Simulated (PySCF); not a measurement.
Species: 2-ethylbenzoic acid, C9H10O2.
Numbering: `[CH3:1][CH2:2][c:3]1[cH:4][cH:5][cH:6][cH:7][c:8]1[C:9](=[O:10])[OH:11]` (hydrogens: H12, H13, H14 on C1; H15, H16 on C2; H17 on C4; H18 on C5; H19 on C6; H20 on C7; H21 on O11)

Geometry (PBE0-D3(BJ)/def2-SVP, Å), atoms numbered from 1 in this order:
```
atom  x, y, z in Å
C1     2.5905    0.1528   -0.1415
C2     1.4138    0.3139   -1.1012
C3     0.1297   -0.2432   -0.5444
C4    -0.2297   -1.5498   -0.8988
C5    -1.3770   -2.1627   -0.4061
C6    -2.2152   -1.4683    0.4640
C7    -1.8891   -0.1681    0.8247
C8    -0.7265    0.4523    0.3402
C9    -0.4365    1.8463    0.7693
O10    0.5850    2.4584    0.5658
O11   -1.4527    2.4053    1.4476
H12    3.5174    0.5314   -0.5985
H13    2.4150    0.7213    0.7820
H14    2.7477   -0.9045    0.1228
H15    1.2938    1.3774   -1.3450
H16    1.6325   -0.2198   -2.0399
H17    0.4189   -2.0975   -1.5878
H18   -1.6191   -3.1850   -0.7067
H19   -3.1207   -1.9360    0.8560
H20   -2.5376    0.3930    1.4977
H21   -1.1499    3.2939    1.6869
```

Level of theory: PySCF 2.14.0, PBE0-D3(BJ)/def2-SVP geometry optimisation, gas phase.

Take the most abundant isotopes and a rigid rotor. The values belong to one conformer with, in the numbering `[CH3:1][CH2:2][c:3]1[cH:4][cH:5][cH:6][cH:7][c:8]1[C:9](=[O:10])[OH:11]`, C1–C2–C3–C4 -95°, C7–C8–C9–O10 171°, C8–C9–O11–H 179°.

(1) What are A, B and C (MHz)?

(2) What kind of rotor is it?

(3) What does the inertial defect say?

(4) List the rotational levels J(Ka,Kc) to J = 5 (MHz).

(5) Which types of transition are allowed, and where do some lines up to J = 2 fall?

(6) Estimate the classical rotational partition function at 10 K, 25 K and 298.15 K.

Results:

(1) Ia = 361.16, Ib = 443.30, Ic = 763.21 u·Å²; 505379 MHz·u·Å²/I gives A = 1399, B = 1140, C = 662.2 MHz.

(2) An asymmetric top. Ray's parameter κ = (2B − A − C)/(A − C) = 0.297; −1 is the prolate and +1 the oblate limit.

(3) Not planar: Δ = Ic − Ia − Ib = -41.25 u·Å². For a rigid frame Δ = −2 Σ m c², so Σ m c² = 20.63 u·Å² lies off the ab plane: 7.13 from hydrogen and 13.50 from heavier atoms. The atom farthest from that plane is 1.42 Å away.

(4) Above 0(0,0):
J = 1: 1(0,1) 1802, 1(1,1) 2061, 1(1,0) 2539
J = 2: 2(0,2) 5108, 2(1,2) 5188, 2(1,1) 6622, 2(2,1) 7399, 2(2,0) 7698
J = 3: 3(0,3) 9708, 3(1,3) 9724, 3(1,2) 12445, 3(2,2) 12806, 3(2,1) 13912, 3(3,1) 15451, 3(3,0) 15597
J = 4: 4(0,4) 15607, 4(1,4) 15610, 4(1,3) 19650, 4(2,3) 19759, 4(2,2) 22114, 4(3,2) 23028, 4(3,1) 23766, 4(4,1) 26250, 4(4,0) 26310
J = 5: 5(0,5) 22824, 5(1,5) 22824, 5(1,4) 28105, 5(2,4) 28129, 5(2,3) 31925, 5(3,3) 32307, 5(3,2) 34172, 5(4,2) 35901, 5(4,1) 36315, 5(5,1) 39822, 5(5,0) 39844

(5) The dipole components are |μa| = 1.16 D, |μb| = 0.83 D, |μc| = 0.07 D. The squared components, which scale the intensities, stand as 1.00 : 0.52 : 0.00 (a : b : c). Some lines, for components of 0.1 D or more:

```
type  branch         J(Ka,Kc)   MHz  lower level (cm⁻¹)
   a       Q  1(1,0) ← 1(1,1)   478               0.069
   b       Q  1(1,0) ← 1(0,1)   737               0.060
   b       Q  2(2,0) ← 2(1,1)  1077               0.221
   a       Q  2(1,1) ← 2(1,2)  1434               0.173
   b       Q  2(1,1) ← 2(0,2)  1514               0.170
   a       R  1(0,1) ← 0(0,0)  1802               0.000
   b       R  1(1,1) ← 0(0,0)  2061               0.000
   b       Q  2(2,1) ← 2(1,2)  2211               0.173
   b       R  2(0,2) ← 1(1,1)  3046               0.069
   a       R  2(1,2) ← 1(1,1)  3127               0.069
   a       R  2(0,2) ← 1(0,1)  3306               0.060
   b       R  2(1,2) ← 1(0,1)  3386               0.060
   a       R  2(1,1) ← 1(1,0)  4082               0.085
   b       R  2(2,1) ← 1(1,0)  4860               0.085
   b       R  2(2,0) ← 1(1,1)  5637               0.069
```

(6) Point group C1, symmetry number σ = 1; q = (√π/σ)·√((kT/h)³/(ABC)), k/h = 20836.6 MHz/K: 5190 at 10 K, 20500 at 25 K, 844000 at 298.15 K.

Stationary, but not proved a minimum. No vibrational averaging or centrifugal distortion is included, and the geometry carries the error of its method. A rigid rotor knows nothing of internal rotation, which can split or shift real lines.

Time: 3.8 min; peak memory 0.95 GiB. Hardware: Arm Neoverse V2, one thread, no GPU (shared host). These figures are those of the optimisation.
